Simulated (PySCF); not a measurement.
Compound: C₃H₈GeSi.
SMILES with atom numbers: `[CH3:1][SiH2:2][C:3]#[C:4][GeH3:5]` (hydrogens: H6, H7, H8 on C1; H9, H10 on Si2; H11, H12, H13 on Ge5)

Theory: core-valence-separated Tamm–Dancoff BHandHLYP/aug-pcX-1 (pcseg-1 on H, def2-SVPD on Si, def2-SVPD on Ge) in PySCF, non-relativistic, gas phase, PBE0-D3(BJ)/def2-SVP geometry.

Computed carbon K-edge spectrum, Gaussian lines of 0.6 eV full width, highest printed point 100; it ends one width below the last computed root. Absolute energies from this functional tend to lie a few eV below measured edges; no shift was applied.

```json
{"photon energy (eV)": "281.8", "absorption": "1"}
{"photon energy (eV)": "281.9", "absorption": "2"}
{"photon energy (eV)": "282.0", "absorption": "6"}
{"photon energy (eV)": "282.1", "absorption": "13"}
{"photon energy (eV)": "282.2", "absorption": "25"}
{"photon energy (eV)": "282.3", "absorption": "43"}
{"photon energy (eV)": "282.4", "absorption": "65"}
{"photon energy (eV)": "282.5", "absorption": "86"}
{"photon energy (eV)": "282.6", "absorption": "99"}
{"photon energy (eV)": "282.7", "absorption": "100"}
{"photon energy (eV)": "282.8", "absorption": "89"}
{"photon energy (eV)": "282.9", "absorption": "70"}
{"photon energy (eV)": "283.0", "absorption": "48"}
{"photon energy (eV)": "283.1", "absorption": "29"}
{"photon energy (eV)": "283.2", "absorption": "15"}
{"photon energy (eV)": "283.3", "absorption": "7"}
{"photon energy (eV)": "283.4", "absorption": "3"}
{"photon energy (eV)": "283.5", "absorption": "1"}
{"photon energy (eV)": "283.6", "absorption": "0"}
{"photon energy (eV)": "283.7", "absorption": "0"}
{"photon energy (eV)": "283.8", "absorption": "0"}
{"photon energy (eV)": "283.9", "absorption": "0"}
{"photon energy (eV)": "284.0", "absorption": "0"}
{"photon energy (eV)": "284.1", "absorption": "0"}
{"photon energy (eV)": "284.2", "absorption": "0"}
{"photon energy (eV)": "284.3", "absorption": "0"}
{"photon energy (eV)": "284.4", "absorption": "0"}
{"photon energy (eV)": "284.5", "absorption": "0"}
{"photon energy (eV)": "284.6", "absorption": "0"}
{"photon energy (eV)": "284.7", "absorption": "0"}
{"photon energy (eV)": "284.8", "absorption": "0"}
{"photon energy (eV)": "284.9", "absorption": "0"}
{"photon energy (eV)": "285.0", "absorption": "1"}
{"photon energy (eV)": "285.1", "absorption": "2"}
{"photon energy (eV)": "285.2", "absorption": "3"}
{"photon energy (eV)": "285.3", "absorption": "7"}
{"photon energy (eV)": "285.4", "absorption": "13"}
{"photon energy (eV)": "285.5", "absorption": "22"}
{"photon energy (eV)": "285.6", "absorption": "32"}
{"photon energy (eV)": "285.7", "absorption": "42"}
{"photon energy (eV)": "285.8", "absorption": "50"}
{"photon energy (eV)": "285.9", "absorption": "53"}
{"photon energy (eV)": "286.0", "absorption": "51"}
{"photon energy (eV)": "286.1", "absorption": "45"}
{"photon energy (eV)": "286.2", "absorption": "36"}
{"photon energy (eV)": "286.3", "absorption": "28"}
```

Q: Where are the maxima, and which lines make them up?

A: 2 maxima:
- 282.7 eV: C3 (alkyne carbon), 282.57 eV, f = 0.111, sum of 2, 1s→π*, 56 % of the height at the exact maximum; C4 (alkyne carbon), 282.78 eV, f = 0.092, sum of 2, 1s→π*, 44 % of the height at the exact maximum
- 285.9 eV: C1 (Si-methyl carbon), 285.96 eV, f = 0.049, sum of 2, 49 % of the height at the exact maximum; C1 (Si-methyl carbon), 285.69 eV, f = 0.028, 20 % of the height at the exact maximum; C4 (alkyne carbon), 285.83 eV, f = 0.019, 19 % of the height at the exact maximum

Further lines of some strength in the range: C1, 286.16 eV, f = 0.015.

Roots within 0.03 eV on the same or equivalent atoms count as one line; shares under 12 % aren't listed.

Vibrational structure and lifetime widths aren't in the curve. The ionisation threshold wasn't computed; near and above it a finite basis only mimics Rydberg series and continuum. The BHandHLYP/aug-pcX-1 (pcseg-1 on H, def2-SVPD on Si, def2-SVPD on Ge) calculation is non-relativistic and has no spin–orbit coupling, an omission that weighs most on germanium.

The run took about 30 s of CPU time (one thread, shared machine).
